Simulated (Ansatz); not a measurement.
Z-matrix (Å, degrees):
```
C
Zn 1 2.355
S 1 1.904 2 60.4
O 1 1.392 2 52.2 3 180.0
H 1 1.095 2 124.6 3 88.2
H 1 1.095 2 124.6 3 -88.2
```

Charge 0, multiplicity 1.

(1) List the ωB97M-V/def2-TZVPP orbital energies in eV (Ansatz). (Best estimate.)

## Answers

(1) Computed: Occupied: -9466.10, -2426.31, -1157.23, -1017.69, -1017.66, -1017.58, -525.33, -283.24, -220.24, -163.36, -163.28, -163.17, -137.22, -92.62, -92.59, -92.44, -30.11, -22.95, -19.52, -18.05, -18.01, -17.92, -17.82, -17.66, -15.13, -14.06, -13.54, -10.77, -9.86, -9.41, -8.84. Lowest empty: -1.71, 1.11, 1.79, 2.21, 3.45, 3.92, 4.75, 5.52.
